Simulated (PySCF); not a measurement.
Pb(I)(SiH3), SMILES [SiH3][Pb][I] (PBE0/def2-SVP optimised geometry):

```
6

Pb    -1.666    -0.727     0.000
I     -1.680     2.108     0.000
Si     1.089    -0.727     0.000
H      1.680    -2.108    -0.008
H      1.602    -0.021     1.219
H      1.604    -0.007    -1.210
```

Level of theory: PBE0/def2-TZVP, def2 effective core potentials past Kr (PySCF).

Q: What are the frontier orbital energies and the dipole moment?

A: HOMO-2 -7.63 eV, HOMO-1 -7.51 eV, HOMO -6.37 eV, LUMO -3.28 eV, LUMO+1 -1.47 eV; dipole moment 3.42 D.

On the same geometry PBE/def2-TZVP, def2 effective core potentials past Kr (PySCF) gives HOMO-2 -6.56 eV, HOMO-1 -6.53 eV, HOMO -5.45 eV, LUMO -3.93 eV, LUMO+1 -2.13 eV; dipole moment 3.11 D.
